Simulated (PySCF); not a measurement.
**Silicon: a sound run and one with changed settings**

Sound run: Si⁺ [Ne] 3s2 3p1, Si²⁺ [Ne] 3s2. Calculation: PySCF 2.14, in cc-pVDZ-DK; scalar relativity by spin-free X2C-1e. In the sound run the correlated levels freeze [Ne]. The sound run starts from symmetry-adapted Hartree-Fock orbitals and uses a fine grid where one is needed.

Changed run: the non-relativistic Hamiltonian (point nucleus). This setting is unsound on purpose.

```json
{"species": "Si⁺", "method": "UHF", "sound run (hartree)": "-289.17161", "changed run (hartree)": "-288.44680", "converged": "yes"}
{"species": "Si⁺", "method": "PBE0", "sound run (hartree)": "-289.55318", "changed run (hartree)": "-288.82864", "converged": "yes"}
{"species": "Si⁺", "method": "M06-2X", "sound run (hartree)": "-289.66561", "changed run (hartree)": "-288.94093", "converged": "yes"}
{"species": "Si⁺", "method": "MP2", "sound run (hartree)": "-289.20633", "changed run (hartree)": "-288.48153", "converged": "yes"}
{"species": "Si⁺", "method": "CCSD(T)", "sound run (hartree)": "-289.22527", "changed run (hartree)": "-288.50055", "converged": "yes"}
{"species": "Si²⁺", "method": "UHF", "sound run (hartree)": "-288.59091", "changed run (hartree)": "-287.86580", "converged": "yes"}
{"species": "Si²⁺", "method": "PBE0", "sound run (hartree)": "-288.94966", "changed run (hartree)": "-288.22480", "converged": "yes"}
{"species": "Si²⁺", "method": "M06-2X", "sound run (hartree)": "-289.07413", "changed run (hartree)": "-288.34909", "converged": "yes"}
{"species": "Si²⁺", "method": "MP2", "sound run (hartree)": "-288.61947", "changed run (hartree)": "-287.89440", "converged": "yes"}
{"species": "Si²⁺", "method": "CCSD(T)", "sound run (hartree)": "-288.63425", "changed run (hartree)": "-287.90926", "converged": "yes"}
```

Ionisation energy of Si⁺:

```tsv
method	sound run (eV)	changed run (eV)
UHF	15.802	15.810
PBE0	16.423	16.431
M06-2X	16.095	16.105
MP2	15.969	15.977
SCS-MP2	15.950	15.958
CCSD	16.065	16.072
CCSD(T)	16.082	16.090
```

Most of the change in total energy is the relativistic energy itself. On top of that the contraction fixes the core shape for the Hamiltonian it was made with, so the changed run is not a good calculation with the other Hamiltonian either.

For comparison, NIST gives 16.346 eV between the lowest levels.
